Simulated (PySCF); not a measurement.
Gas-phase reaction: SnO2 + Sn(OH)2 ⇌ 2 OH + 2 SnO

Method: PySCF energies plus ideal-gas RRHO corrections (1 bar). † marks an energy on the PBE0/def2-TZVP geometry and frequencies; other levels use their own. CCSD(T) freezes the core. Open shells (unrestricted): OH (multiplicity 2, electronic degeneracy 4); the rest are closed-shell singlets. Spin-orbit splitting is ignored; it lowers the true energy and changes the entropy of OH. Sn: scalar-relativistic def2 core potential, no spin-orbit coupling. SnO2, Sn(OH)2: computed as isolated molecules; such fragments, hydroxides, amides, oligomers or adducts are transient or little studied in the gas. CCSD(T) isn't extrapolated to the basis-set limit; its ΔH°(298 K) is 374.0 kJ in def2-SVP and 452.0 kJ in def2-TZVPP. The harmonic model lacks anharmonicity and excited electronic states, which grow with temperature; levels with a mode under 35 cm⁻¹ are left out. Internal rotation in Sn(OH)2 is treated as a harmonic vibration of one conformer, which makes the entropy rough. Warning, large T1 diagnostic: SnO, SnO2 (CCSD(T)/def2-TZVPP†).

ΔH° and ΔS° at 298 K: CCSD(T)/def2-TZVPP† 452 kJ, 281 J/K; HF/def2-TZVP† 254 kJ, 281 J/K; M06-2X/def2-TZVP† 520 kJ, 281 J/K; PBE/def2-SVP 484 kJ, 278 J/K.

Question: With the heat capacities included, give log10 K (1 bar) at 600, 1200, 1800, 2000, 2500 K from CCSD(T)/def2-TZVPP†, HF/def2-TZVP†, M06-2X/def2-TZVP†, PBE/def2-SVP.

Answer: 
```json
[
 {"T (K)": "600", "CCSD(T)/def2-TZVPP†": "-24.7", "HF/def2-TZVP†": "-7.5", "M06-2X/def2-TZVP†": "-30.6", "PBE/def2-SVP": "-27.6"},
 {"T (K)": "1200", "CCSD(T)/def2-TZVPP†": "-5.3", "HF/def2-TZVP†": "3.3", "M06-2X/def2-TZVP†": "-8.3", "PBE/def2-SVP": "-6.9"},
 {"T (K)": "1800", "CCSD(T)/def2-TZVPP†": "1.0", "HF/def2-TZVP†": "6.7", "M06-2X/def2-TZVP†": "-1.0", "PBE/def2-SVP": "-0.1"},
 {"T (K)": "2000", "CCSD(T)/def2-TZVPP†": "2.2", "HF/def2-TZVP†": "7.4", "M06-2X/def2-TZVP†": "0.4", "PBE/def2-SVP": "1.2"},
 {"T (K)": "2500", "CCSD(T)/def2-TZVPP†": "4.4", "HF/def2-TZVP†": "8.5", "M06-2X/def2-TZVP†": "3.0", "PBE/def2-SVP": "3.6"}
]
```
